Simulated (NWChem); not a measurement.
## Relativistic effects in HFSSn

```
Sn
F 1 1.9568
S 1 2.4515 2 94.74
H 3 1.3533 1 91.84 2 180.00
```
Charge 0, spin multiplicity 1.

All runs are NWChem calculations. All single points use one geometry, from PBE0/def2-SVP with def2 effective core potentials on Sn, a minimum by its harmonic frequencies. It is one conformer; others weren't searched.

Functional PBE, all-electron basis x2c-SVPall-2c, contracted for the X2C Hamiltonian and used here with ZORA. The ion keeps the geometry and has multiplicity 2 in the scalar run; the spin-orbit run starts from the same electron counts.

Costs are rough ratios of processor time within this set of runs, SCF included, with scalar ZORA as 1.

The structure started from a generated list of species. No SCF solution was tested for a lower state.

```json
[
 {"Hamiltonian": "scalar ZORA", "ΔSCF ionisation energy (eV)": "9.41", "HOMO (eV)": "-6.29", "LUMO (eV)": "-3.19", "gap (eV)": "3.10", "relative cost": "1"},
 {"Hamiltonian": "spin-orbit ZORA", "ΔSCF ionisation energy (eV)": "9.41", "HOMO (eV)": "-6.29", "LUMO (eV)": "-3.20", "gap (eV)": "3.10", "relative cost": "under 3"}
]
```

From scalar ZORA to spin-orbit ZORA the ionisation energy is nearly the same.
